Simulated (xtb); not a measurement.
2,3-dihydrothiophene (C₄H₆S), SMILES C1=CSCC1. All values are semi-empirical tight-binding results from xtb (GFN2-xTB unless named), good for trends rather than for accurate numbers. Coordinates come from a GFN2-xTB optimisation. The values are those of a single conformer.

Optimised geometry:

Bonded distances (Å): C1–C2 1.324, C1–C5 1.499, C1–H6 1.076, C2–S3 1.748, C2–H7 1.073, S3–C4 1.837, C4–C5 1.532, C4–H8 1.090, C4–H9 1.088, C5–H10 1.095, C5–H11 1.092. Angles (°): C2–C1–C5 115.9, C2–C1–H6 123.9, C5–C1–H6 120.2, C1–C2–S3 115.1, C1–C2–H7 127.7, S3–C2–H7 117.1, C2–S3–C4 91.6, S3–C4–C5 108.0, S3–C4–H8 106.8, S3–C4–H9 107.8, C5–C4–H8 112.0, C5–C4–H9 113.0, H8–C4–H9 109.0, C1–C5–C4 107.8, C1–C5–H10 109.3, C1–C5–H11 111.0, C4–C5–H10 110.8, C4–C5–H11 110.6, H10–C5–H11 107.4.

```
Item                                            Value
--------------------------------------  -------------
orbital gap                                   3.75 eV
zero-point energy                       54.9 kcal/mol
G − E(el) at 298.15 K (modified RRHO)   36.9 kcal/mol
static polarisability (D4 model)           65.6 bohr³
solvation energy, GFN2-xTB/ALPB(water)   0.2 kcal/mol
solvation energy, GFN2-xTB/ALPB(dmso)   -4.5 kcal/mol
```

Computed atomic charges and the Wiberg bond orders between heavy atoms:
charges (e) C1 -0.05, C2 0.00, S3 -0.16, C4 -0.01, C5 -0.05, H6 0.04, H7 0.05, H8 0.04, H9 0.05, H10 0.04, H11 0.04. Bond orders C1–C2 1.86, C2–S3 1.08, S3–C4 0.98, C1–C5 1.02, C4–C5 1.01.
